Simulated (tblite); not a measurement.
Species: C7H16P2.
Atom-mapped SMILES: `[CH2:1]=[C:2]([CH3:3])[P:4]([CH3:5])[CH2:6][PH:7][CH2:8][CH3:9]` (hydrogens: H10, H11 on C1; H12, H13, H14 on C3; H15, H16, H17 on C5; H18, H19 on C6; H20 on P7; H21, H22 on C8; H23, H24, H25 on C9)

Geometry (GFN2-xTB, Å), atoms numbered from 1 in this order:
```
atom  x, y, z in Å
C1    -2.9760    1.1819   -1.4894
C2    -2.5384    0.2836   -0.6165
C3    -3.1949    0.0658    0.7105
P4    -1.0548   -0.6916   -1.1145
C5    -1.2112   -2.1881   -0.0449
C6     0.1872    0.2418   -0.0799
P7     1.8204   -0.6310   -0.2238
C8     2.9189    0.7555    0.3652
C9     4.3852    0.4597    0.0789
H10   -3.8194    1.8239   -1.2860
H11   -2.5012    1.3039   -2.4492
H12   -3.9712    0.8112    0.8729
H13   -2.4715    0.1366    1.5222
H14   -3.6506   -0.9230    0.7496
H15   -0.3058   -2.7801   -0.1750
H16   -2.0631   -2.7778   -0.3803
H17   -1.3225   -1.9350    1.0078
H18   -0.1191    0.2730    0.9707
H19    0.2602    1.2645   -0.4619
H20    1.9792   -0.3559   -1.5891
H21    2.7645    0.8595    1.4442
H22    2.6164    1.6926   -0.1124
H23    5.0162    1.2647    0.4512
H24    4.6897   -0.4681    0.5589
H25    4.5508    0.3565   -0.9920
```

All values are computed: GFN2-xTB (tblite) harmonic vibrations without scaling, gas phase. Against measured fundamentals such values can be off by several per cent, at times by over 20. Modes of hydrogen on phosphorus can be 10 to 20 % off. One conformer, not necessarily the lowest.

Harmonic wavenumbers (cm⁻¹): 29.6, 36.9, 48.5, 69.6, 88.4, 147.3, 176.4, 187.1, 195.8, 210.9, 239.7, 274.4, 297.8, 344.5, 374.5, 431.0, 627.8, 674.6, 676.2, 690.4, 707.4, 724.5, 746.4, 757.1, 842.9, 853.9, 871.4, 900.2, 912.8, 947.3, 1000.2, 1009.8, 1027.0, 1031.5, 1054.8, 1073.0, 1109.8, 1198.1, 1225.9, 1258.4, 1314.4, 1389.4, 1394.1, 1409.2, 1410.8, 1436.5, 1448.2, 1450.1, 1480.4, 1485.6, 1495.7, 1499.8, 1679.4, 2245.2, 2908.9, 2920.4, 2926.7, 2938.6, 2994.7, 2998.9, 3002.9, 3006.8, 3011.0, 3018.5, 3023.2, 3024.6, 3033.6, 3076.2, 3107.8.

A = 2390, B = 493.2, C = 462.4 MHz; mass 162.073 u (most abundant isotopes); point group C1, symmetry number 1.

Question: Zero-point energy?

Answer: Half the sum of the wavenumbers: 45603 cm⁻¹ = 130.38 kcal/mol.

Question: Give the ideal-gas entropy at 350 K and 1 bar in the rigid-rotor, harmonic-oscillator model (classical rotation).

Answer: Translation 41.98, rotation 31.23, vibration 55.05: S = 128.3 cal/(mol K).

Question: And Cp and H(350 K) − H(0)?

Answer: Cp = 57.28 cal/(mol K), of which vibrations give 49.33 (their classical limit is 69 R = 137.1); H(350 K) − H(0) = 12.09 kcal/mol without the zero-point energy, 9.31 from vibrations.

Question: Blend soft modes into free rotors: weight 1/[1 + (100 cm⁻¹/ν̃)⁴] for the oscillator and the rest for a rotor with moment μB/(μ + B), μ = h/(8π²ν), B = 10⁻⁴⁴ kg m². What vibrational entropy results?

Answer: 48.49 cal/(mol K) in place of 55.05, which changes −T·S at 350 K by +2.29 kcal/mol.

Question: Which modes carry the vibrational entropy at 350 K?

Answer: 29.6 cm⁻¹: 6.17; 36.9 cm⁻¹: 5.74; 48.5 cm⁻¹: 5.20; 69.6 cm⁻¹: 4.48; 88.4 cm⁻¹: 4.01; 147.3 cm⁻¹: 3.01 cal/(mol K); the other 63 give 26.44 together.

Hindered rotation and anharmonicity are outside this model. Other conformers, if any are populated, would add a mixing term that is left out. The structure is chiral; the term R ln 2 for an equal mix with its mirror image is left out.
